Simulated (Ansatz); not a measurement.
H2OSi (SMILES O=[SiH2]), charge 0, multiplicity 1, relaxed at each level with Ansatz (a quantum-chemistry and plane-wave program); harmonic frequencies from differences of analytic forces, average atomic masses, frozen cores.

```csv
level,O1–Si2 (Å),Si2–H3 (Å),Si2–H4 (Å),O1–Si2–H3 (°),O1–Si2–H4 (°),H3–Si2–H4 (°),dipole (D)
HF/def2-TZVPP,1.4875,1.4690,1.4690,124.3,124.3,111.3,4.25
PBE/def2-TZVPP,1.5349,1.4974,1.4974,124.0,124.0,111.9,3.42
r2SCAN/def2-TZVPP,1.5207,1.4854,1.4854,124.0,124.0,111.9,3.55
B3LYP/def2-TZVPP,1.5190,1.4804,1.4804,124.1,124.1,111.9,3.68
PBE0/def2-TZVPP,1.5152,1.4854,1.4854,124.0,124.0,111.9,3.68
wB97X-V/def2-TZVPP,1.5141,1.4816,1.4816,124.1,124.1,111.8,3.81
MP2/cc-pV(T+d)Z,1.5284,1.4737,1.4737,124.4,124.4,111.1,3.47
CCSD(T)/cc-pV(D+d)Z,1.5408,1.4847,1.4847,124.3,124.3,111.3,3.20
CCSD(T)/cc-pV(T+d)Z,1.5238,1.4790,1.4790,124.3,124.3,111.3,3.48
CCSD(T)/cc-pV(Q+d)Z,1.5222,1.4779,1.4779,124.1,124.1,111.8,3.68
```
